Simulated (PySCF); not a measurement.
Computed IR spectrum (relative IR intensity) of a molecule C2H5ClF2Si. Geometry optimised at PBE-D3(BJ)/def2-SVP. One conformer was computed; it need not be the lowest. Computed with PBE-D3(BJ)/def2-SVP run with PySCF. Frequencies are harmonic and unscaled.

Lines under 2 % of the strongest are left out, and lines within 2 cm⁻¹ are merged.

ν (cm⁻¹): 240 (vw), 289 (w), 292 (m), 363 (w), 513 (m), 670 (w), 716 (vs), 868 (vs), 922 (s), 946 (w), 963 (m), 1026 (w), 1203 (vw), 1225 (w), 1372 (vw), 1427 (w), 1430 (w), 2977 (m), 3068 (w), 3070 (w) (against the strongest line: vs over 80 %, s over 45 %, m over 15 %, w over 4 %, vw less)

Task: Which molecule gave these data?
A) FC(F)C[SiH2]Cl
B) C[Si@@](F)(Cl)CF
C) CC[Si](F)(F)Cl
D) C[Si@@H](Cl)C(F)F

Result: C, CC[Si](F)(F)Cl
